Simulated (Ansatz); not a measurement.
`FC(F)C(F)C(F)(F)F` + difluoromethane → `FC(F)C(F)C(F)(F)C(F)F` + H–F  (formal exchange of groups at a C–F bond)

Gas-phase electronic energies from Ansatz, PBE0-D4/def2-TZVP geometries. CCSD(T)/CBS adds triple-zeta CCSD(T) − MP2 to the extrapolated MP2 energy (def2 sets, frozen cores). This one scheme is used for every species. Functionals use def2-TZVPP. B3LYP here is the variant with VWN-RPA as its local correlation; programs differ in this. HSE06 is defined as in plane-wave codes. One conformer a species, not always the lowest.

| level | ΔE (kJ/mol) | difference from CCSD(T)/CBS |
| --- | --- | --- |
| LDA (SPW92) | -0.4 | 7.7 |
| PBE-D4 | 4.9 | 13.0 |
| revPBE-D4 | 2.7 | 10.8 |
| BLYP-D4 | 5.7 | 13.8 |
| r2SCAN-D4 | 6.4 | 14.5 |
| B97M-V | 7.8 | 15.9 |
| PBE0-D4 | 4.4 | 12.5 |
| r2SCANh-D4 | 6.1 | 14.2 |
| r2SCAN0-D4 | 5.7 | 13.8 |
| HSE06-D4 | 4.9 | 13.0 |
| BHLYP-D4 | 7.2 | 15.3 |
| ωB97X-V | 4.2 | 12.3 |
| ωB97M-V | 1.7 | 9.8 |
| B2PLYP | 7.8 | 15.9 |
| PBE-QIDH | 3.5 | 11.6 |
| PBE | 11.2 | 19.3 |
| revPBE | 17.9 | 26.0 |
| BLYP | 18.3 | 26.4 |
| r2SCAN | 8.4 | 16.5 |
| PBE0 | 10.0 | 18.1 |
| B3LYP | 15.4 | 23.5 |
| r2SCANh | 8.2 | 16.3 |
| r2SCAN0 | 8.0 | 16.1 |
| HSE06 | 10.1 | 18.2 |
| CAM-B3LYP | 12.0 | 20.1 |
| LC-ωPBE | 8.5 | 16.6 |
| HF/def2-SVP | 30.7 | 38.8 |
| MP2/def2-SVP | 6.7 | 14.8 |
| CCSD/def2-SVP | 10.4 | 18.5 |
| CCSD(T)/def2-SVP | 8.7 | 16.8 |
| HF/def2-TZVPP | 26.4 | 34.5 |
| MP2/def2-TZVPP | -5.7 | 2.4 |
| SCS-MP2/def2-TZVPP | 0.6 | 8.7 |
| CCSD/def2-TZVPP | 0.7 | 8.8 |
| CCSD(T)/def2-TZVPP | -2.2 | 5.9 |
| HF/def2-QZVPP | 26.7 | 34.8 |
| SCS-MP2/def2-QZVPP | -2.7 | 5.4 |
| HF/CBS(def2) | 26.8 | 34.9 |
| MP2/CBS(def2) | -11.7 | -3.6 |
| CCSD/CBS(def2) | -5.2 | 2.9 |
| CCSD(T)/CBS | -8.1 | 0 |

Largest T1 diagnostic among the species: 0.012.

From BLYP to BHLYP (50 % exact exchange), in def2-TZVPP and without D4, ΔE moves by −3.9 kJ/mol. In def2-TZVPP, CCSD(T) changes the Hartree–Fock value by −28.5 kJ/mol (the triples alone add −2.9 kJ/mol) and MP2 by −32.1 kJ/mol.
